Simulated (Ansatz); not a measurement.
Reaction (SMILES): CO[Si](C)(C)OC [dimethoxy(dimethyl)silane] + 6 [H][H] (H2) -> 4 C (CH4) + 2 O (H2O) + [SiH4] (SiH4)
Each molecule is optimised on its own at B3LYP-D3(BJ)/def2-TZVP (Ansatz, a first-principles code), one conformer each, not searched for the lowest.
Geometry of the first species:
```xyz
19

Si    -0.0916    -0.3569     0.0145
C     -0.0413    -0.4872     1.8791
C     -1.1640    -1.6759    -0.7389
O      1.4022    -0.5355    -0.6387
C      2.4892     0.3459    -0.4161
O     -0.6013     1.1553    -0.4125
C     -1.7757     1.7874     0.0526
H      0.5826     0.2949     2.3175
H     -1.0397    -0.3954     2.3137
H      0.3639    -1.4534     2.1876
H     -0.8018    -2.6720    -0.4769
H     -2.1955    -1.5938    -0.3878
H     -1.1678    -1.5914    -1.8270
H      3.3269     0.0131    -1.0292
H      2.2302     1.3702    -0.6961
H      2.8022     0.3356     0.6331
H     -1.8340     2.7784    -0.3986
H     -2.6739     1.2280    -0.2305
H     -1.7677     1.9036     1.1414
```
Charge 0, spin multiplicity 1.

Property: energy of full hydrogenation (electronic energy difference), in eV. Correlated levels leave the core frozen unless marked. Spin-orbit coupling is left out. Non-relativistic. CBS(X,Y): correlation extrapolated as X^-3; Hartree-Fock from the larger set. The bracket is a focal-point correction in the basis named.

RI-MP2/CBS(cc-pV(T+d)Z,cc-pV(Q+d)Z)+[CCSD(T)-MP2]/cc-pV(D+d)Z (Ansatz) gives -1.37 eV.

Question: Another calculation gave -1.62 eV. Which level was it?
A. LC-wPBE/def2-TZVPD (Ansatz)
B. revPBE/def2-TZVPD (Ansatz)
C. r2SCAN0/def2-TZVPD (Ansatz)
D. B97M-V/def2-TZVPD (Ansatz)

Answer: A, LC-wPBE/def2-TZVPD (Ansatz). The others give -1.38 (r2SCAN0), -1.81 (revPBE), -1.49 (B97M-V) eV.
